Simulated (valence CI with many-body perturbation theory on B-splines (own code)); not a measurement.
**Hg9+ in three bases**

Computed by relativistic CI+MBPT: three valence electrons over a frozen Dirac-Fock core [Xe] 4f14, radial functions for each j: 7 s, 7 p, 8 d, 6 f, 4 g, 1 h, with the one-electron correlation potential Σ1 (screened to all orders), the two-electron term Σ2, the three-electron term Σ3, Breit, model QED; selected single and double excitations, second order for the rest, scaled by the run's own slope (own B-spline code, finite nucleus).

No measured spectrum was set against this ion. As an estimate, terms of the open shell hold to 2 to 4 % of their energy, and close levels can change places. Only levels of the ground parity were solved; by the run's estimate the other parity begins above the list, which can be wrong where configurations are misplaced.

The reference run has the lowest level (5d3/2^3) J=3/2 and an ionisation energy of 154.015 eV. Its largest variational space holds 7449 state functions.

Levels are named by their leading jj configuration (3d3/2^4 stands for four electrons in 3d with j = 3/2), which in mixed levels can hold well under half, so a name can repeat and another be missing. Letters in brackets count levels of one name in rising energy.

Changed runs:
A. basis 6 s, 6 p, 5 d, 5 f, 1 g
B. basis 5 s, 5 p, 4 d, 4 f

Excitation energies of the reference run in cm⁻¹, and shifts in cm⁻¹:

```csv
Level,Reference,A,B
(5d3/2^2 5d5/2) J=5/2 [a],14798,-95,-207
(5d3/2^2 5d5/2) J=7/2,23551,-29,+34
(5d3/2^2 5d5/2) J=3/2,24341,+78,+372
(5d3/2^2 5d5/2) J=9/2,27042,+84,+429
(5d3/2^2 5d5/2) J=1/2,28557,+67,+383
(5d3/2 5d5/2^2) J=7/2 [a],42246,+79,+408
(5d3/2^2 5d5/2) J=5/2 [b],43671,+47,+296
(5d3/2 5d5/2^2) J=9/2,44615,+28,+363
(5d3/2 5d5/2^2) J=3/2 [a],50622,+97,+369
(5d3/2 5d5/2^2) J=1/2,52977,+153,+673
(5d3/2 5d5/2^2) J=11/2,55957,+187,+988
(5d3/2 5d5/2^2) J=5/2 [a],60410,+220,+780
Ionisation energy (eV),154.015,-0.040,-0.072
```
